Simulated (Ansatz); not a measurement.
## A basis-limit estimate, worked out

An elementary step of Si$_{2}$NH$_{9}$O, closed shell (Si₂H₆O ([OH][SiH2][SiH3]) + NH₃ → Si₂NH₇ ([NH2][SiH2][SiH3]) + H₂O; bonds formed: Si1–N7, O2–H6; bonds broken: Si1–O2, H6–N7). “Start” is the structure reached by relaxing down from the saddle towards the reactants; PBE0-D4/def2-TZVP structures. The saddle:

```csv
atom,x (Å),y (Å),z (Å)
Si1,-0.4304,0.6610,-0.2411
O2,1.0844,0.2308,1.1424
H3,-1.2591,0.9354,-1.4862
H4,-0.6317,1.9500,0.4743
Si5,-1.2773,-1.3595,0.5586
H6,1.6322,0.4617,-0.0175
N7,1.2227,0.5833,-1.1288
H8,1.1813,0.8314,1.8834
H9,-2.5940,-1.7258,-0.0392
H10,-0.3089,-2.4341,0.1960
H11,-1.4212,-1.3320,2.0374
H12,1.3429,-0.2217,-1.7317
H13,1.4589,1.4196,-1.6479
```

Ansatz 0.2.0; basis: def2-TZVPP and def2-QZVPP; cores frozen in the correlated methods.

Energies in eV:

| quantity | saddle | start |
| --- | --- | --- |
| Hartree–Fock, triple zeta (X = 3) | -19387.01450 | -19389.07537 |
| Hartree–Fock, quadruple zeta (X = 4) | -19387.67698 | -19389.74866 |
| MP2 correlation, X = 3 | -20.79662 | -20.14671 |
| MP2 correlation, X = 4 | -22.33216 | -21.66923 |
| CCSD(T) correlation, X = 3 | -22.97343 | -22.39372 |

Problem. Work out the barrier at the basis limit: extrapolate Hartree–Fock as E(X) = E∞ + A exp(−7.88 √X) and the MP2 correlation as E(X) = E∞ + B X^−2.97 (the exponents that Neese and Valeev fitted for def2-TZVPP and QZVPP), then add CCSD(T) − MP2 in triple zeta.

Solution. Each step is linear, so take the differences first (saddle − start): Hartree–Fock 2.06087 (X = 3) and 2.07168 (X = 4); MP2 correlation -0.64991 and -0.66293; CCSD(T) correlation -0.57971.
Two points give E∞ = E(4) + w [E(4) − E(3)], with w = 1/(exp(7.88 (2 − √3)) − 1) = 0.1377 for Hartree–Fock and w = 1/((4/3)^2.97 − 1) = 0.7407 for the correlation.
Hartree–Fock: 2.07168 + 0.1377 × 0.01081 = 2.0732 eV.
MP2 correlation: -0.66293 + 0.7407 × (-0.01302) = -0.6726 eV.
CCSD(T) − MP2: -0.57971 − (-0.64991) = 0.0702 eV.
Sum: 2.0732 + (-0.6726) + 0.0702 = 1.4708 eV, or 33.92 kcal/mol. Plain CCSD(T) in triple zeta gives 1.4812 eV, so the larger basis shifts the result by -0.0104 eV.

T1 diagnostic: at most 0.013.

Labels in which every atom is bracketed show which atoms are joined, not bond orders.

For scale, one of the runs: CCSD(T)/def2-TZVPP, 272 basis functions, launched by `ansatz run in.yaml --threads 8 --pin off --events-out ev --progress --plain --max-ram 19148MiB`. Hardware: 8 CPU threads of an AMD EPYC 9R45, shared host. Wall time 27 s; peak host memory 6.9 GiB.
